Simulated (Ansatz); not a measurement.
FH$_{7}$OSi$_{3}$ (`F[SiH2]O[SiH2][SiH3]`), relaxed with RKS PBE0-D4/def2-TZVP in the Gaussian-basis code of Ansatz from a PBE-D4/def2-SVP geometry. The force threshold is 0.005 eV/Å; the program also tests the step.

Charge 0, multiplicity 1.

Start:

```xyz
12

F     2.669   -0.846    0.538
Si    1.219   -1.520    0.880
O     0.172   -0.345    1.403
Si   -0.625    1.009    0.776
Si   -0.901    0.781   -1.557
H     1.404   -2.500    1.993
H     0.715   -2.142   -0.389
H     0.173    2.246    1.091
H    -1.955    1.112    1.470
H    -1.766   -0.409   -1.877
H    -1.548    2.022   -2.115
H     0.443    0.592   -2.213
```

| step | energy (eV) | largest force (eV/Å) | largest move (Å) |
| --- | --- | --- | --- |
| 1 | -28502.8690 | 0.937 | 0.000 |
| 2 | -28502.9414 | 0.654 | 0.036 |
| 3 | -28502.9654 | 0.115 | 0.035 |
| 4 | -28502.9664 | 0.076 | 0.025 |
| 5 | -28502.9694 | 0.055 | 0.058 |
| 6 | -28502.9712 | 0.012 | 0.051 |
| 7 | -28502.9718 | 0.041 | 0.068 |
| 8 | -28502.9719 | 0.025 | 0.010 |
| 9 (rejected) | -28502.9718 | 0.054 | 0.012 |
| 10 | -28502.9720 | 0.011 | 0.006 |
| 11 | -28502.9720 | 0.007 | 0.014 |
| 12 | -28502.9721 | 0.013 | 0.019 |
| 13 | -28502.9721 | 0.015 | 0.014 |
| 14 | -28502.9722 | 0.010 | 0.013 |
| 15 | -28502.9722 | 0.009 | 0.019 |
| 16 (rejected) | -28502.9722 | 0.015 | 0.020 |
| 17 | -28502.9722 | 0.007 | 0.010 |
| 18 | -28502.9723 | 0.006 | 0.018 |
| 19 | -28502.9723 | 0.005 | 0.005 |
| 20 | -28502.9723 | 0.005 | 0.008 |
| 21 | -28502.9723 | 0.004 | 0.005 |

End:

```xyz
12

F     2.734   -0.962    0.790
Si    1.254   -1.535    0.931
O     0.235   -0.330    1.283
Si   -0.578    0.988    0.718
Si   -0.971    0.821   -1.589
H     1.249   -2.502    2.046
H     0.900   -2.143   -0.373
H     0.217    2.209    1.015
H    -1.864    1.073    1.458
H    -1.804   -0.372   -1.898
H    -1.687    2.042   -2.049
H     0.315    0.709   -2.331
```

It took 47 s on 4 threads of an Intel Xeon Platinum 8559C on a shared host, with 0.72 GiB of host memory at the peak.
